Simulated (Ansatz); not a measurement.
Reaction (cleavage of the Ge–Si bond): `F[Si](Cl)(Cl)[GeH3]` + `N[SiH3]` → `[SiH3][NH][GeH3]` + `F[SiH](Cl)Cl`

Gas-phase electronic energies from Ansatz, PBE0-D4/def2-TZVP geometries. CCSD(T)/CBS is the MP2 limit (def2-TZVPP, def2-QZVPP) plus CCSD(T) − MP2 in def2-TZVPP, frozen cores. This one scheme is used for every species. Functionals use def2-TZVPP. B3LYP here is the variant with VWN-RPA as its local correlation; programs differ in this. HSE06 is defined as in plane-wave codes. For Ge outer-core shells are correlated without core-valence functions, which leaves a few kJ/mol of doubt a bond. Scalar relativity is left out up to krypton.

`F[Si](Cl)(Cl)[GeH3]`:

```xyz
8

F     2.236   -0.373    0.169
Si    0.945    0.202   -0.557
Cl    1.223    2.209   -0.770
Cl    0.870   -0.651   -2.406
Ge   -1.009   -0.274    0.697
H    -0.894    0.382    2.078
H    -1.156   -1.794    0.845
H    -2.216    0.298   -0.056
```

`N[SiH3]`:

Cartesian coordinates in Å:
```
N 0.012 -1.002 -0.365
Si -0.102 0.589 0.277
H 0.720 -1.629 -0.020
H -0.150 -1.155 -1.348
H -0.096 0.485 1.759
H 0.994 1.529 -0.106
H -1.379 1.183 -0.197
```

`[SiH3][NH][GeH3]`:

Z-matrix (Å, degrees):
```
Si
N 1 1.718
H 1 1.489 2 110.3
H 1 1.486 2 107.3 3 119.9
H 1 1.492 2 114.2 3 -120.6
Ge 2 1.839 1 127.5 3 -145.3
H 2 1.009 1 117.0 3 48.6
H 6 1.538 2 108.4 1 146.5
H 6 1.534 2 106.7 1 26.5
H 6 1.543 2 111.7 1 -93.5
```

`F[SiH](Cl)Cl`:

Z-matrix (Å, degrees):
```
Si
F 1 1.581
Cl 1 2.024 2 108.4
Cl 1 2.024 2 108.4 3 119.6
H 1 1.467 2 109.1 3 -120.2
```

```
             level  ΔE (kcal/mol)  difference from CCSD(T)/CBS
       LDA (SPW92)            5.2                          4.4
            PBE-D4            5.4                          4.6
         revPBE-D4            4.7                          3.9
         r2SCAN-D4            2.9                          2.1
            B97M-V            1.9                          1.1
          B3LYP-D4            2.4                          1.6
        r2SCANh-D4            2.6                          1.8
        r2SCAN0-D4            2.2                          1.4
          HSE06-D4            3.9                          3.1
          BHLYP-D4            0.7                         -0.1
      CAM-B3LYP-D4            1.1                          0.3
           ωB97X-V            1.1                          0.3
           ωB97M-V            1.4                          0.6
            B2PLYP            0.5                         -0.3
          PBE-QIDH            0.9                          0.1
               PBE            5.1                          4.3
            revPBE            5.0                          4.2
              BLYP            3.0                          2.2
            r2SCAN            2.8                          2.0
              PBE0            3.6                          2.8
             B3LYP            1.9                          1.1
           r2SCAN0            2.1                          1.3
             HSE06            3.6                          2.8
             BHLYP           -0.1                         -0.9
         CAM-B3LYP            0.7                         -0.1
           LC-ωPBE            1.9                          1.1
RPA@PBE/def2-TZVPP           -1.3                         -2.1
       HF/def2-SVP           -3.7                         -4.5
     CCSD/def2-SVP           -2.2                         -3.0
  CCSD(T)/def2-SVP           -2.0                         -2.8
     HF/def2-TZVPP           -3.5                         -4.3
SCS-MP2/def2-TZVPP           -2.2                         -3.0
   CCSD/def2-TZVPP           -0.7                         -1.5
CCSD(T)/def2-TZVPP           -0.4                         -1.2
     HF/def2-QZVPP           -3.8                         -4.6
    MP2/def2-QZVPP           -0.5                         -1.3
SCS-MP2/def2-QZVPP           -1.7                         -2.5
      HF/CBS(def2)           -3.8                         -4.6
     MP2/CBS(def2)            0.1                         -0.7
    CCSD/CBS(def2)            0.5                         -0.3
       CCSD(T)/CBS            0.8                            0
```

Question: What do rigid-rotor, harmonic-oscillator terms from PBE0-D4/def2-TZVP frequencies (298.15 K, 1 bar) make of the CCSD(T)/CBS value? (Estimate.)

Answer: The calculation gave: ΔZPE = -0.7 kcal/mol, ΔH = -0.5 kcal/mol, ΔS = 3 J/(mol·K), ΔG = -0.7 kcal/mol.

Largest T1 diagnostic among the species: 0.011.

From BLYP to BHLYP (50 % exact exchange), in def2-TZVPP and without D4, ΔE moves by −3.0 kcal/mol. At CCSD(T), def2-SVP lies −2.8 kcal/mol from the extrapolated value and def2-TZVPP −1.2 kcal/mol. Leaving LDA and LC-ωPBE aside and taking each functional with its dispersion term where it has one, the values spread over 4.9 kcal/mol, from B2PLYP to PBE-D4.
